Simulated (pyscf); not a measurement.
H₂As–GaH–AsH₂, singlet

Gas-phase minimum from PySCF at ωB97X-D3(BJ)/def2-SVP, one conformer. 

SMILES: [AsH2][GaH][AsH2]
```xyz
8

As     0.3154     1.1547     0.1594
Ga    -0.7005    -1.0087     0.0411
As    -0.9551    -2.2940     2.0436
H      1.2558     0.8710    -0.9992
H      1.3122     0.7186     1.2188
H     -1.1954    -1.5785    -1.3351
H     -2.4146    -2.6050     1.7599
H     -1.2660    -1.0700     2.8870
```
Charge 0, spin multiplicity 1.

Bond lengths (Å): As1–Ga2 2.393, As1–H4 1.519, As1–H5 1.519, Ga2–As3 2.393, Ga2–H6 1.570, As3–H7 1.519, As3–H8 1.519. Angles (°): Ga2–As1–H4 93.2, Ga2–As1–H5 93.1, H4–As1–H5 94.1, As1–Ga2–As3 119.3, As1–Ga2–H6 120.4, As3–Ga2–H6 120.3, Ga2–As3–H7 93.2, Ga2–As3–H8 93.1, H7–As3–H8 94.1.

Properties at ωB97X-D3(BJ)/def2-SVP:

| Quantity | Value |
|---|---|
| Harmonic wavenumbers, unscaled | 62, 108, 128, 241, 310, 377, 490, 497, 569, 625, 679, 1014, 1015, 1981, 2260, 2262, 2271, 2273 cm⁻¹ |
| Zero-point energy | 24.5 kcal/mol |
| Rotational symmetry number | 2 |
| Entropy of this conformer at 298 K and 1 atm, rigid rotor and harmonic oscillator, modes under 100 cm⁻¹ raised to 100 | 361.9 J/(mol K) |
| Dipole moment | 0.31 D |

Single-point totals, which compare only within one level:

```tsv
level	total energy (hartree)
ωB97X-D3(BJ)/def2-TZVP	-6399.48917
PBE/def2-TZVP	-6398.65380
r²SCAN/def2-TZVP	-6399.59862
B3LYP-D3(BJ)/def2-TZVP	-6399.78186
PBE0-D3(BJ)/def2-TZVP	-6398.83481
M06-2X/def2-TZVP	-6399.62914
ωB97M-D3(BJ)/def2-TZVP	-6399.68205
```

Soft torsions are taken as harmonic, which can shift the entropy by several J/(mol K). Elements up to Kr have no core potential and no relativistic terms here.
